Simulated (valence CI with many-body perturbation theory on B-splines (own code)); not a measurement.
# Hf66+: electric-dipole lines

Method: valence CI with perturbative core correlation (CI+MBPT): four valence electrons over a frozen Dirac-Fock core [He], radial functions for each j: 11 s, 11 p, 10 d, 8 f, 5 g, 2 h, with the one-electron correlation potential Σ1, the two-electron term Σ2, the three-electron term Σ3, Breit, model QED; selected CI, second order for the rest, scaled by the run's own slope (own B-spline code, finite nucleus).

No measured spectrum was set against this ion. As an estimate, large intervals hold to a few tenths of a per cent, small ones and those within an open d or f shell to about a per cent. Among the levels kept, up to 1200 cm⁻¹ of a level comes from second order outside the variational space, and about a tenth of that is noise between levels of different J, which matters for small intervals.

Lines 201 to 250 of 600 in falling wavelength, among levels below 108320 × 10³ cm⁻¹, chosen from the strongest by gf and those to the six lowest levels. Wavelengths and rates use the calculated energies. Electric multipoles are in the length gauge, E1 and E2 with the static RPA response of the core. Weak lines are less certain than strong ones. Lines between different terms over intervals too small for the method are left out, as are lines whose strength nearly cancels. The highest levels of a list are the least certain.

Levels are named by their leading jj configuration (3d3/2^4 stands for four electrons in 3d with j = 3/2), which in mixed levels can hold well under half, so a name can repeat and another be missing. Letters in brackets count levels of one name in rising energy.

| λ vac (Å) | Upper | Lower | A (s⁻¹) | S (a.u.) |
| --- | --- | --- | --- | --- |
| 7.827 | (2p3/2^4) J=0 | (2s 2p3/2^3) J=1 | 2.89e+13 | 6.85e-03 |
| 7.819 | (2s 2p3/2^2 3p3/2) J=2 [c] | (2s^2 2p3/2 3p3/2) J=2 | 8.10e+12 | 9.56e-03 |
| 7.818 | (2s 2p3/2^3) J=1 | (2s^2 2p3/2^2) J=0 | 4.55e+12 | 3.22e-03 |
| 7.814 | (2p1/2 2p3/2^2 3p3/2) J=3 [b] | (2s 2p1/2 2p3/2 3p3/2) J=3 [b] | 4.99e+12 | 8.22e-03 |
| 7.813 | (2p1/2^2 2p3/2 3p3/2) J=3 | (2s 2p1/2^2 3p3/2) J=2 | 6.57e+12 | 1.08e-02 |
| 7.812 | (2p1/2 2p3/2^2 3p3/2) J=2 [c] | (2s 2p1/2 2p3/2 3p3/2) J=2 [d] | 6.83e+12 | 8.03e-03 |
| 7.812 | (2p1/2^2 2p3/2 3d5/2) J=4 | (2s 2p1/2^2 3d5/2) J=3 | 5.87e+12 | 1.24e-02 |
| 7.808 | (2s 2p1/2 2p3/2 3d3/2) J=2 [d] | (2s^2 2p1/2 3d3/2) J=1 | 7.97e+12 | 9.37e-03 |
| 7.807 | (2s 2p1/2 2p3/2 3d3/2) J=1 [c] | (2s^2 2p1/2 3d3/2) J=2 | 6.90e+12 | 4.86e-03 |
| 7.807 | (2s 2p1/2 2p3/2 3p1/2) J=1 [b] | (2s^2 2p1/2 3p1/2) J=1 | 9.82e+12 | 6.92e-03 |
| 7.807 | (2s 2p1/2 2p3/2 3s) J=1 [b] | (2s^2 2p1/2 3s) J=1 | 8.27e+12 | 5.83e-03 |
| 7.804 | (2s 2p1/2 2p3/2 3d3/2) J=3 [c] | (2s^2 2p1/2 3d3/2) J=2 | 7.80e+12 | 1.28e-02 |
| 7.794 | (2s 2p1/2 2p3/2 3p1/2) J=2 [c] | (2s^2 2p1/2 3p1/2) J=1 | 8.77e+12 | 1.02e-02 |
| 7.794 | (2s 2p1/2 2p3/2 3d5/2) J=2 [c] | (2s^2 2p1/2 3d5/2) J=3 | 2.70e+12 | 3.15e-03 |
| 7.792 | (2s 2p1/2 2p3/2 3p1/2) J=1 [c] | (2s^2 2p1/2 3p1/2) J=0 | 9.29e+12 | 6.51e-03 |
| 7.792 | (2p1/2^2 2p3/2 3d3/2) J=2 | (2s 2p1/2^2 3d3/2) J=2 | 3.41e+12 | 3.98e-03 |
| 7.788 | (2s 2p1/2 2p3/2 3d5/2) J=3 [d] | (2s^2 2p1/2 3d5/2) J=3 | 8.73e+12 | 1.42e-02 |
| 7.783 | (2s 2p3/2^2 3d3/2) J=1 [b] | (2s^2 2p3/2 3d3/2) J=2 | 7.85e+12 | 5.48e-03 |
| 7.782 | (2s 2p3/2^2 3d3/2) J=3 [b] | (2s^2 2p3/2 3d3/2) J=3 | 7.30e+12 | 1.19e-02 |
| 7.781 | (2p1/2 2p3/2^2 3s) J=1 [b] | (2s 2p1/2 2p3/2 3s) J=2 [c] | 8.28e+12 | 5.78e-03 |
| 7.779 | (2p1/2 2p3/2^2 3p1/2) J=1 [b] | (2s 2p1/2 2p3/2 3p1/2) J=2 [c] | 8.47e+12 | 5.90e-03 |
| 7.773 | (2s 2p1/2 2p3/2 3d5/2) J=2 [c] | (2s^2 2p1/2 3d5/2) J=2 | 6.63e+12 | 7.69e-03 |
| 7.771 | (2s 2p1/2 2p3/2 3d5/2) J=2 [d] | (2s^2 2p1/2 3d5/2) J=3 | 7.26e+12 | 8.41e-03 |
| 7.769 | (2s 2p3/2^2 3d5/2) J=2 [c] | (2s^2 2p3/2 3d5/2) J=1 | 2.31e+12 | 2.67e-03 |
| 7.768 | (2p1/2 2p3/2^2 3s) J=0 | (2s 2p1/2 2p3/2 3s) J=1 [c] | 1.23e+13 | 2.85e-03 |
| 7.767 | (2s 2p1/2 2p3/2 3p3/2) J=1 [c] | (2s^2 2p1/2 3p3/2) J=1 | 5.93e+12 | 4.11e-03 |
| 7.766 | (2s 2p1/2 2p3/2 3d5/2) J=1 [c] | (2s^2 2p1/2 3d5/2) J=2 | 9.16e+12 | 6.35e-03 |
| 7.766 | (2p1/2 2p3/2^2 3p1/2) J=1 [b] | (2s 2p1/2 2p3/2 3p1/2) J=1 [b] | 4.80e+12 | 3.33e-03 |
| 7.765 | (2s 2p3/2^2 3p3/2) J=0 | (2s^2 2p3/2 3p3/2) J=1 | 1.47e+13 | 3.39e-03 |
| 7.765 | (2s 2p1/2 2p3/2 3p3/2) J=2 [d] | (2s^2 2p1/2 3p3/2) J=2 | 8.01e+12 | 9.25e-03 |
| 7.764 | (2p1/2^2 2p3/2 3p1/2) J=1 | (2s 2p1/2^2 3p1/2) J=0 | 4.47e+12 | 3.09e-03 |
| 7.763 | (2s 2p1/2 2p3/2 3s) J=2 [c] | (2s^2 2p1/2 3s) J=1 | 8.46e+12 | 9.77e-03 |
| 7.763 | (2p1/2^2 2p3/2 3d3/2) J=2 | (2s 2p1/2^2 3d3/2) J=1 | 3.12e+12 | 3.60e-03 |
| 7.761 | (2s 2p1/2 2p3/2 3s) J=1 [c] | (2s^2 2p1/2 3s) J=0 | 7.79e+12 | 5.39e-03 |
| 7.760 | (2p1/2 2p3/2^2 3p1/2) J=0 | (2s 2p1/2 2p3/2 3p1/2) J=1 [c] | 1.49e+13 | 3.45e-03 |
| 7.759 | (2p1/2^2 2p3/2 3d5/2) J=3 | (2s 2p1/2^2 3d5/2) J=2 | 2.77e+12 | 4.47e-03 |
| 7.757 | (2s 2p3/2^2 3d3/2) J=2 [c] | (2s^2 2p3/2 3d3/2) J=1 | 2.36e+12 | 2.72e-03 |
| 7.754 | (2p1/2^2 2p3/2 3d3/2) J=3 | (2s 2p1/2^2 3d3/2) J=2 | 5.88e+12 | 9.47e-03 |
| 7.754 | (2s 2p3/2^2 3s) J=1 [b] | (2s^2 2p3/2 3s) J=1 | 1.29e+13 | 8.91e-03 |
| 7.753 | (2p1/2^2 2p3/2 3p1/2) J=2 | (2s 2p1/2^2 3p1/2) J=1 | 6.55e+12 | 7.54e-03 |
| 7.751 | (2s 2p3/2^2 3d5/2) J=3 [c] | (2s^2 2p3/2 3d5/2) J=2 | 3.88e+12 | 6.24e-03 |
| 7.746 | (2s 2p3/2^2 3s) J=1 [a] | (2s^2 2p3/2 3s) J=2 | 7.19e+12 | 4.95e-03 |
| 7.743 | (2s 2p3/2^2 3d3/2) J=3 [b] | (2s^2 2p3/2 3d3/2) J=2 | 1.97e+12 | 3.16e-03 |
| 7.740 | (2s 2p3/2^2 3p3/2) J=3 [b] | (2s^2 2p3/2 3p3/2) J=3 | 1.12e+13 | 1.79e-02 |
| 7.739 | (2s 2p3/2^2 3p1/2) J=1 [b] | (2s^2 2p3/2 3p1/2) J=2 | 7.20e+12 | 4.94e-03 |
| 7.739 | (2p1/2 2p3/2^2 3p3/2) J=1 [c] | (2s 2p1/2 2p3/2 3p3/2) J=2 [c] | 6.01e+12 | 4.13e-03 |
| 7.738 | (2s 2p3/2^2 3d3/2) J=2 [c] | (2s^2 2p3/2 3d3/2) J=3 | 7.35e+12 | 8.41e-03 |
| 7.738 | (2p1/2 2p3/2^2 3s) J=1 [b] | (2s 2p1/2 2p3/2 3s) J=1 [b] | 4.19e+12 | 2.88e-03 |
| 7.734 | (2p1/2 2p3/2^2 3p3/2) J=2 [c] | (2s 2p1/2 2p3/2 3p3/2) J=3 [c] | 5.42e+12 | 6.19e-03 |
| 7.734 | (2s 2p3/2^2 3d5/2) J=4 [b] | (2s^2 2p3/2 3d5/2) J=4 | 9.96e+12 | 2.05e-02 |
